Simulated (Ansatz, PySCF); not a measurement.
Process, species as SMILES: CC#N + 4 [H][H] (H2) → 2 C (CH4) + N (NH3)
Each molecule is optimised on its own at B3LYP-D3(BJ)/def2-TZVP (Ansatz, an electronic-structure program).

Wanted: energy of full hydrogenation (electronic energy difference), in eV. Cores are frozen in the correlated levels unless marked. Spin-orbit coupling is left out. Non-relativistic. CBS marks a two-point X^-3 extrapolation of the correlation energy; Hartree-Fock from the larger set. The bracket is a focal-point correction in the basis named.

RI-MP2/CBS(aug-cc-pVTZ,aug-cc-pVQZ)+[CCSD(T)-MP2]/aug-cc-pVTZ (Ansatz) gives -3.68 eV.

Task: Another calculation gave -3.77 eV. Which level was it?
A. TPSSh/def2-TZVPD (PySCF)
B. PBE-QIDH/def2-TZVPD (Ansatz)
C. B3LYP/def2-TZVPD (Ansatz)
D. r2SCAN/def2-TZVPD (Ansatz)

Result: D, r2SCAN/def2-TZVPD (Ansatz). The others give -3.64 (B3LYP), -3.94 (PBE-QIDH), -3.51 (TPSSh) eV.
